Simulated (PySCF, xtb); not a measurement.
TlCl, SMILES [Tl][Cl].

GFN2-xTB (xtb 6.7.1) at its own geometry gives an orbital gap of 6.46 eV and a dipole moment of 7.62 D.

The structure is a stationary point at B3LYP-D3(BJ)/def2-TZVP. The def2 effective core potentials stand for the cores of Tl; spin–orbit coupling is left out.

Q: What does CAM-B3LYP/def2-TZVPD (PySCF) give? (The exact figures need the calculation; the answer reports its results.)

A: gap 7.64 eV (levels -8.76 and -1.12 eV), dipole 4.90 D.
